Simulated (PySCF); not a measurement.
## Fine-structure interval of Pr(24+) by level of theory

Pr(24+) [Ar] 3d10 4s2 4p5 [4p1/2^2 4p3/2^3, M_J = 3/2] → Pr(24+) [Ar] 3d10 4s2 4p5 [4p1/2^1 4p3/2^4, M_J = 1/2], as a difference of total energies. Computed with PySCF 2.14 in an even-tempered Gaussian basis (17 s from 1.8 bohr⁻², ratio 2.8; 14 p from 2.3 bohr⁻², ratio 2.8; 9 d from 4.2 bohr⁻², ratio 2.8; 4 f from 13 bohr⁻², ratio 3), with the two-component X2C-1e Hamiltonian. Correlated levels: [Ne] frozen; the 90 highest virtual spinors dropped. "Screened" scales the spin-orbit matrix elements by Boettger's factors to mimic the two-electron term; Breit and QED terms are absent.

```tsv
method	fine-structure interval (cm⁻¹)
GHF (screened spin-orbit)	221140
GMP2 (screened spin-orbit)	221900
GHF (bare spin-orbit)	229420
```
